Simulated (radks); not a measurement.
Trend from Be2+ to Ne2+: ionisation energy by Delta-SCF between NIST ground configurations, and size. All-electron calculation, non-relativistic Kohn-Sham, r2SCAN, spin-polarised, spherical densities, point nucleus; open shells are filled with parallel spins first; meta-GGA in the generalised Kohn-Sham scheme. Program: a radial shooting solver on a logarithmic mesh with Libxc functionals.

species  configuration  IE (eV)  NIST (eV)       kind  -e(HOMO) (eV)
Be2+              [He]   153.95     153.90     theory    134.52 (1s)
B2+           [He] 2s1   37.865     37.931       exp.    32.909 (2s)
C2+           [He] 2s2   46.621     47.888       exp.    40.668 (2s)
N2+       [He] 2s2 2p1   47.312     47.445  semi-emp.    38.587 (2p)
O2+       [He] 2s2 2p2   55.903     54.936  semi-emp.    45.763 (2p)
F2+       [He] 2s2 2p3   64.196     62.708  semi-emp.    52.815 (2p)
Ne2+      [He] 2s2 2p4   62.323     63.423       exp.    51.630 (2p)

Reference values: NIST Atomic Spectra Database (exp. = measured, semi-emp. = semi-empirical, theory = theoretical value adopted there). Open shells are spherical and high-spin; term and fine-structure splittings are not resolved.
